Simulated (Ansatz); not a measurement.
Total energies of C2H9ClGeSi, SMILES `C[CH2][GeH]([SiH3])[Cl]`.

```csv
atom,x (Å),y (Å),z (Å)
C1,0.085,-1.800,0.615
C2,1.090,-0.949,-0.145
Ge3,0.723,0.970,-0.034
Si4,-1.470,1.618,-0.709
Cl5,0.847,1.495,2.078
H6,0.342,-2.860,0.554
H7,-0.926,-1.684,0.216
H8,0.054,-1.526,1.672
H9,1.110,-1.209,-1.208
H10,2.103,-1.097,0.238
H11,1.832,1.792,-0.721
H12,-1.669,1.297,-2.149
H13,-1.645,3.077,-0.502
H14,-2.474,0.875,0.096
```

The species carries charge 0 and has multiplicity 1. Correlated methods include outer-core shells of Ge, which these sets cover unevenly. Scalar relativity is left out up to krypton. The geometry is a stationary point of PBE0-D4/def2-TZVP. It is one conformer, not always the lowest. Basis def2-TZVPP, Ansatz 0.2.0.

```
             functional  energy without D4 (Eh)  D4 term (kJ/mol)
            LDA (SPW92)             -2901.82183                 –
                    PBE             -2907.64688             -34.4
                 revPBE             -2908.09200             -92.1
                   BLYP             -2908.41114             -72.9
                 r2SCAN             -2908.30905              -8.8
                 B97M-V             -2907.85083                 –
                   PBE0             -2907.78973             -29.7
                  B3LYP             -2908.51772             -55.4
                r2SCANh             -2908.29653              -9.5
                r2SCAN0             -2908.27936             -10.5
HSE06 (plane-wave form)             -2907.77025             -28.0
                  BHLYP             -2908.35335             -45.8
              CAM-B3LYP             -2908.51524             -30.8
                LC-ωPBE             -2907.89348                 –
                ωB97X-V             -2908.10436                 –
                ωB97M-V             -2908.20433                 –
                 B2PLYP             -2907.72402                 –
               PBE-QIDH             -2907.28696                 –
```

B3LYP takes the VWN-RPA correlation (the form of Gaussian; ORCA's B3LYP/G). HSE06 is the plane-wave form, built on full-range PBE exchange. The double hybrids freeze the cores in their second-order part.

LC-ωPBE has ω = 0.4 bohr⁻¹.
